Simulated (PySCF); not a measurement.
Harmonic spectrum computed at PBE0 in the def2-TZVP basis family (core potentials from Rb on, PySCF, no spin–orbit coupling):

```tsv
symmetry	ω (cm⁻¹)	IR (km/mol, summed over degenerate members)
a1	952	4.7
e	1071	0.2
a1	2395	25.3
e	2401	90.7
```

Question: Which molecule gave it? In each, all ligands are bound to the one heavy central atom.
A. SH₃⁺ (singlet)
B. SeH₃⁺ (singlet)
C. GeH₃⁺ (singlet)
D. AsH₃⁺ (doublet)
E. SnH₃⁺ (singlet)

Answer: B. It has C3v symmetry with Se–H 1.480 Å (×3).
